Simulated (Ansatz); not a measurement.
The inner images of a band of AlFH2 + AsH3 (8 atoms, charge 0, multiplicity 1) are given out of order.

All numbers below come from Ansatz, UKS PBE0-D4/def2-SVP.

Image 0:

```xyz
8
Properties=species:S:1:pos:R:3
Al -0.068 -0.057 -1.297
F -1.460 -0.996 -1.333
H 1.312 -0.827 -1.275
H -0.262 1.488 -1.575
H -1.011 -0.328 0.904
As -0.060 0.257 1.953
H 0.540 1.251 0.959
H 1.009 -0.788 1.663
```

Image 6:

```xyz
8
Properties=species:S:1:pos:R:3
Al 0.263 0.066 -0.973
F -1.612 -0.826 -0.806
H 1.104 -1.123 -1.605
H -0.110 1.393 -1.763
H -1.651 -0.780 0.143
As 0.088 0.139 1.499
H 0.477 1.590 1.688
H 1.442 -0.458 1.816
```

**Question.** Put them in order from the first end to the last, with their energies above the first end.
A.
```xyz
8
Properties=species:S:1:pos:R:3
Al 0.198 0.046 -0.938
F -1.593 -0.810 -0.762
H 1.159 -1.083 -1.492
H -0.070 1.444 -1.633
H -1.397 -0.659 0.206
As -0.038 0.077 1.613
H 0.394 1.519 1.440
H 1.348 -0.534 1.565
```
B.
```xyz
8
Properties=species:S:1:pos:R:3
Al -0.055 -0.105 -1.298
F -1.536 -0.896 -1.346
H 1.235 -1.020 -1.307
H -0.087 1.457 -1.546
H -0.962 -0.393 0.874
As -0.057 0.162 1.979
H 0.302 1.403 1.168
H 1.158 -0.608 1.476
```
C.
```xyz
8
Properties=species:S:1:pos:R:3
Al 0.020 -0.065 -1.138
F -1.523 -0.811 -0.992
H 1.211 -1.073 -1.402
H -0.030 1.453 -1.579
H -1.006 -0.444 0.598
As -0.134 0.066 1.813
H 0.259 1.438 1.272
H 1.202 -0.564 1.427
```
D.
```xyz
8
Properties=species:S:1:pos:R:3
Al 0.151 0.021 -0.973
F -1.551 -0.790 -0.759
H 1.182 -1.076 -1.458
H -0.051 1.457 -1.604
H -1.245 -0.577 0.286
As -0.099 0.054 1.674
H 0.334 1.475 1.351
H 1.278 -0.563 1.483
```
E.
```xyz
8
Properties=species:S:1:pos:R:3
Al 0.232 0.059 -0.946
F -1.612 -0.822 -0.789
H 1.135 -1.099 -1.545
H -0.088 1.427 -1.682
H -1.535 -0.723 0.168
As 0.023 0.103 1.548
H 0.443 1.557 1.561
H 1.403 -0.503 1.684
```

**Answer.** B (0.00 eV), C (+0.28 eV), D (+1.00 eV), A (+0.93 eV), E (+0.86 eV).

Run time: 4.1 min on 2 threads of Arm Neoverse V1, with other jobs on the host, peak memory 0.26 GiB.
